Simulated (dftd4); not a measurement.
C2H9InN (SMILES [CH3][In+]([CH3])<-[NH3]), charge +1, singlet, at a GFN2-xTB geometry (such geometries of metal compounds can be far from the true shape); D4 for pbe run with dftd4 4.2.0.

Here is a job for dftd4.
```
$ dftd4 mol.xyz --func pbe --charge 1 --json dftd4.json --noedisp

# file mol.xyz
13

In     0.01029216     0.25808808     0.06989038
C      1.73797640     0.84692082    -1.26039157
H      2.61736320     0.31016744    -0.90906612
H      1.88244548     1.92293075    -1.18576466
H      1.47689291     0.55587623    -2.27634374
C     -1.69717134     0.22996896     1.54824413
H     -2.56637048    -0.17166069     1.03031352
H     -1.87885657     1.24785044     1.88771495
H     -1.40043788    -0.41034404     2.37695452
N     -0.08325956    -2.14434856    -0.57701847
H     -0.74633417    -2.31444460    -1.33208764
H     -0.36877472    -2.74357612     0.19645205
H      0.81774317    -2.49401433    -0.90078781
```

**Question.** Write the output that dftd4 gives for this input, abridged.

**Answer.** 
```
                    ____  _____ _____     ____  _  _
      -------------|  _ \|  ___|_   _|---|  _ \| || |------------
     |             | | | | |_    | | ___ | | | | || |_           |
     |             | |_| |  _|   | ||___|| |_| |__   _|          |
     |             |____/|_|     |_|     |____/   |_|            |
     |             ===================================           |
     |            E. Caldeweyher, S. Ehlert & S. Grimme          |
     |          Mulliken Center for Theoretical Chemistry        |
     |                    University of Bonn                     |
      -----------------------------------------------------------

Rational (Becke-Johnson) damping: pbe-D4-ATM
---------------------
  s6         1.0000
  s8         0.9595
  s9         1.0000
  a1         0.3857
  a2         4.8069
 alp        16.0000
--------------------

Dispersion energy:      -6.7288910120105E-03 Eh

[Info] JSON dump of results written to 'dftd4.json'
```
